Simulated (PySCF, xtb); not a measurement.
C5H5F, SMILES C1C=CC(=C1)F. One conformer was computed; it need not be the lowest.

Harmonic wavenumbers (cm⁻¹) from GFN2-xTB run with xtb 6.7.1 at its own minimum, in rising order: 262, 350, 378, 570, 598, 742, 758, 775, 865, 892, 944, 982, 1035, 1049, 1079, 1190, 1211, 1258, 1350, 1393, 1574, 1665, 2956, 2981, 3141, 3158, 3166.

What does PBE-D3(BJ)/def2-SVP run with PySCF 2.14.0 give at its own minimum? (The exact figures need the calculation; the answer reports its results.)

255, 357, 405, 589, 607, 652, 745, 778, 861, 906, 908, 932, 977, 1038, 1062, 1184, 1219, 1263, 1322, 1384, 1547, 1647, 2958, 2993, 3152, 3173, 3188. Paired by order, the mean absolute difference is 20 cm⁻¹ and the zero-point energies are 51.9 and 51.6 kcal/mol.
